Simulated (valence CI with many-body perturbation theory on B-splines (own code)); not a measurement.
**E1 line list for Kr XXXI**

Method: relativistic CI+MBPT: four valence electrons over a frozen Dirac-Fock core [He], radial functions for each j: 11 s, 11 p, 10 d, 8 f, 5 g, 2 h, with the one-electron correlation potential Σ1, the two-electron term Σ2, the three-electron term Σ3, Breit, model QED; selected CI, second order for the rest, scaled by the run's own slope (own B-spline code, finite nucleus).

The last digits are not significant, and no measured levels were compared; by estimate large intervals hold to a few tenths of a per cent, small ones and those within an open d or f shell to about a per cent. Among the levels kept, up to 1100 cm⁻¹ of a level comes from second order outside the variational space, and about a tenth of that is noise between levels of different J, which matters for small intervals.

Lines 1 to 50 of 540 in falling wavelength, among levels below 178.67 Ry, chosen from the strongest by gf and those to the six lowest levels. Wavelengths and rates use the calculated energies. Electric multipoles are in the length gauge, E1 and E2 with the static RPA response of the core. Weak lines are less certain than strong ones. Lines between different terms over intervals too small for the method are left out, as are lines whose strength nearly cancels. Where a level lies close to another of its J and parity, the split of strength between their lines is uncertain. The highest levels of a list are the least certain.

Levels are named by their leading jj configuration (3d3/2^4 stands for four electrons in 3d with j = 3/2), which in mixed levels can hold well under half, so a name can repeat and another be missing. Letters in brackets count levels of one name in rising energy.

| λ vac (nm) | Upper | Lower | A (s⁻¹) | log gf | Branch % |
| --- | --- | --- | --- | --- | --- |
| 45.13 | (2p1/2 2p3/2^2 3p1/2) J=3 | (2p1/2 2p3/2^2 3s) J=2 [b] | 4.20e+08 | -1.05 | 0.0 |
| 40.78 | (2p1/2 2p3/2^2 3p1/2) J=1 [a] | (2p1/2 2p3/2^2 3s) J=2 [a] | 1.14e+09 | -1.07 | 0.0 |
| 39.06 | (2p1/2 2p3/2^2 3p1/2) J=3 | (2p1/2 2p3/2^2 3s) J=3 | 8.68e+08 | -0.86 | 0.0 |
| 37.35 | (2p1/2^2 2p3/2 3p1/2) J=1 | (2p1/2^2 2p3/2 3s) J=2 | 1.47e+09 | -1.03 | 0.0 |
| 36.94 | (2s 2p1/2 2p3/2 3p1/2) J=2 [c] | (2s 2p1/2 2p3/2 3s) J=1 [b] | 9.22e+08 | -1.03 | 0.0 |
| 36.12 | (2p1/2^2 2p3/2 3p1/2) J=2 | (2p1/2^2 2p3/2 3s) J=2 | 1.40e+09 | -0.86 | 0.0 |
| 35.12 | (2s 2p1/2 2p3/2 3d3/2) J=4 | (2s 2p1/2 2p3/2 3p3/2) J=4 | 5.91e+08 | -1.01 | 0.1 |
| 35.09 | (2s 2p1/2^2 3p1/2) J=1 | (2s 2p1/2^2 3s) J=1 | 1.71e+09 | -1.02 | 0.0 |
| 35.02 | (2p1/2 2p3/2^2 3p1/2) J=2 [a] | (2p1/2 2p3/2^2 3s) J=2 [a] | 1.08e+09 | -1.00 | 0.0 |
| 34.65 | (2s 2p3/2^2 3p1/2) J=3 | (2s 2p3/2^2 3s) J=2 [a] | 1.34e+09 | -0.77 | 0.0 |
| 33.16 | (2s 2p1/2 2p3/2 3d5/2) J=5 | (2s 2p1/2 2p3/2 3p3/2) J=4 | 2.20e+09 | -0.40 | 82.0 |
| 33.06 | (2s 2p3/2^2 3d5/2) J=4 [a] | (2s 2p3/2^2 3p3/2) J=4 | 6.06e+08 | -1.05 | 0.0 |
| 32.90 | (2s 2p3/2^2 3d5/2) J=3 [b] | (2s 2p3/2^2 3p3/2) J=2 [b] | 1.01e+09 | -0.94 | 0.0 |
| 32.75 | (2s 2p3/2^2 3d5/2) J=4 [a] | (2s 2p3/2^2 3p3/2) J=3 [a] | 1.51e+09 | -0.66 | 0.0 |
| 32.68 | (2s 2p1/2 2p3/2 3p1/2) J=3 | (2s 2p1/2 2p3/2 3s) J=3 | 1.31e+09 | -0.83 | 0.0 |
| 32.21 | (2p1/2^2 2p3/2 3d5/2) J=4 | (2p1/2^2 2p3/2 3p3/2) J=3 | 2.51e+09 | -0.45 | 1.6 |
| 32.12 | (2s 2p3/2^2 3d5/2) J=5 | (2s 2p3/2^2 3p3/2) J=4 | 2.44e+09 | -0.38 | 19.7 |
| 31.96 | (2s 2p3/2^2 3d5/2) J=3 [a] | (2s 2p3/2^2 3p3/2) J=2 [a] | 1.32e+09 | -0.85 | 0.0 |
| 31.90 | (2s 2p1/2 2p3/2 3d5/2) J=4 [a] | (2s 2p1/2 2p3/2 3p3/2) J=3 [a] | 2.05e+09 | -0.55 | 0.1 |
| 31.22 | (2s^2 2p3/2 3p1/2) J=1 | (2s^2 2p3/2 3s) J=2 | 1.91e+09 | -1.08 | 0.3 |
| 31.19 | (2s 2p1/2^2 3d5/2) J=3 | (2s 2p1/2^2 3p3/2) J=2 | 2.62e+09 | -0.57 | 0.0 |
| 30.94 | (2s 2p3/2^2 3d5/2) J=3 [d] | (2s 2p3/2^2 3p3/2) J=2 [c] | 1.92e+09 | -0.72 | 0.0 |
| 30.90 | (2s 2p1/2 2p3/2 3p1/2) J=2 [a] | (2s 2p1/2 2p3/2 3s) J=2 [a] | 1.78e+09 | -0.90 | 0.0 |
| 30.42 | (2s 2p3/2^2 3d5/2) J=4 [b] | (2s 2p3/2^2 3p3/2) J=3 [b] | 2.56e+09 | -0.50 | 0.1 |
| 30.42 | (2s 2p1/2 2p3/2 3d5/2) J=3 [c] | (2s 2p1/2 2p3/2 3p3/2) J=2 [c] | 2.22e+09 | -0.67 | 0.0 |
| 30.34 | (2s 2p3/2^2 3p1/2) J=2 [b] | (2s 2p3/2^2 3s) J=2 [b] | 1.77e+09 | -0.91 | 0.0 |
| 30.26 | (2s 2p1/2 2p3/2 3d5/2) J=4 [c] | (2s 2p1/2 2p3/2 3p3/2) J=3 [c] | 2.85e+09 | -0.45 | 0.0 |
| 30.20 | (2s^2 2p3/2 3d5/2) J=4 | (2s^2 2p3/2 3p3/2) J=3 | 2.62e+09 | -0.49 | 75.2 |
| 30.05 | (2s 2p1/2 2p3/2 3d5/2) J=3 [d] | (2s 2p1/2 2p3/2 3p3/2) J=2 [d] | 2.51e+09 | -0.62 | 0.0 |
| 29.98 | (2p1/2 2p3/2^2 3p3/2) J=2 | (2p1/2 2p3/2^2 3s) J=1 [a] | 1.85e+09 | -0.91 | 0.0 |
| 29.88 | (2s 2p3/2^2 3d5/2) J=3 [c] | (2s 2p3/2^2 3p3/2) J=2 [b] | 1.46e+09 | -0.87 | 0.0 |
| 29.56 | (2p1/2^2 2p3/2 3d5/2) J=2 | (2p1/2^2 2p3/2 3p3/2) J=1 | 1.97e+09 | -0.89 | 0.0 |
| 29.51 | (2s 2p3/2^2 3d5/2) J=2 [c] | (2s 2p3/2^2 3p3/2) J=1 [c] | 1.90e+09 | -0.91 | 0.0 |
| 29.40 | (2s 2p3/2^2 3p3/2) J=3 [a] | (2s 2p3/2^2 3s) J=2 [a] | 1.29e+09 | -0.93 | 0.0 |
| 29.37 | (2s 2p1/2 2p3/2 3d5/2) J=2 [d] | (2s 2p1/2 2p3/2 3p3/2) J=1 [d] | 2.41e+09 | -0.81 | 0.0 |
| 29.31 | (2s 2p1/2 2p3/2 3p3/2) J=1 [a] | (2s 2p1/2 2p3/2 3s) J=1 [a] | 2.44e+09 | -1.02 | 0.0 |
| 29.25 | (2s^2 2p3/2 3p1/2) J=2 | (2s^2 2p3/2 3s) J=2 | 2.35e+09 | -0.82 | 0.5 |
| 29.23 | (2s^2 2p1/2 3d5/2) J=3 | (2s^2 2p1/2 3p3/2) J=2 | 2.95e+09 | -0.58 | 0.0 |
| 29.17 | (2p1/2^2 2p3/2 3d5/2) J=3 | (2p1/2^2 2p3/2 3p3/2) J=2 | 2.89e+09 | -0.59 | 0.0 |
| 29.00 | (2s 2p1/2 2p3/2 3d5/2) J=3 [a] | (2s 2p1/2 2p3/2 3p3/2) J=2 [a] | 1.95e+09 | -0.76 | 0.0 |
| 28.79 | (2s 2p3/2^2 3d5/2) J=2 [a] | (2s 2p3/2^2 3p3/2) J=2 [a] | 1.57e+09 | -1.01 | 0.0 |
| 28.77 | (2p1/2 2p3/2^2 3p3/2) J=3 [b] | (2p1/2 2p3/2^2 3s) J=2 [b] | 2.36e+09 | -0.69 | 0.0 |
| 28.28 | (2s 2p3/2^2 3p1/2) J=2 [a] | (2s 2p3/2^2 3s) J=3 | 2.85e+09 | -0.77 | 0.0 |
| 28.23 | (2s^2 2p1/2 3d5/2) J=2 | (2s^2 2p1/2 3p3/2) J=1 | 2.86e+09 | -0.77 | 0.0 |
| 27.86 | (2s 2p3/2^2 3d5/2) J=2 [b] | (2s 2p3/2^2 3p3/2) J=1 [b] | 2.17e+09 | -0.90 | 0.0 |
| 27.78 | (2s 2p1/2 2p3/2 3d5/2) J=4 [b] | (2s 2p1/2 2p3/2 3p3/2) J=3 [b] | 3.21e+09 | -0.48 | 0.0 |
| 27.72 | (2s 2p3/2^2 3d5/2) J=3 [c] | (2s 2p3/2^2 3p3/2) J=3 [b] | 1.01e+09 | -1.09 | 0.0 |
| 27.58 | (2s 2p1/2 2p3/2 3d5/2) J=2 [a] | (2s 2p1/2 2p3/2 3p3/2) J=1 [a] | 2.44e+09 | -0.86 | 0.0 |
| 27.38 | (2s 2p1/2^2 3p3/2) J=1 | (2s 2p1/2^2 3s) J=0 | 3.27e+09 | -0.96 | 0.0 |
| 27.31 | (2s 2p1/2 2p3/2 3p3/2) J=2 [b] | (2s 2p1/2 2p3/2 3s) J=2 [b] | 3.18e+09 | -0.75 | 0.0 |
